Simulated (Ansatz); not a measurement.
Basis-set extrapolation for C4H10Si (`CC[Si]CC`) (PBE0-D4/def2-TZVP geometry, frozen core, Ansatz 0.2.0). Multiplicity 1, RHF reference.

```csv
,def2-TZVPP,def2-QZVPP
HF,-446.235225,-446.251363
MP2 correlation,-0.814836,-0.866369
CCSD(T) correlation,-0.913730,not run
```

Energies in hartree. Use E(X) = E(∞) + A·exp(−7.88·√X) for Hartree–Fock and E(X) = E(∞) + B·X^(−2.97) for correlation, with X = 3 and 4, and add CCSD(T) minus MP2 of the smaller set to the MP2 limit.

What is the CCSD(T) energy at the basis-set limit?

HF limit: -446.251363 + (-0.016138) × 0.13774 = -446.25359. MP2 limit: -0.866369 + (-0.051533) × 0.74074 = -0.90454. Higher-order term: -0.913730 − (-0.814836) = -0.09889. Total: -447.25702 hartree, 283.7 kJ/mol below CCSD(T)/def2-TZVPP.
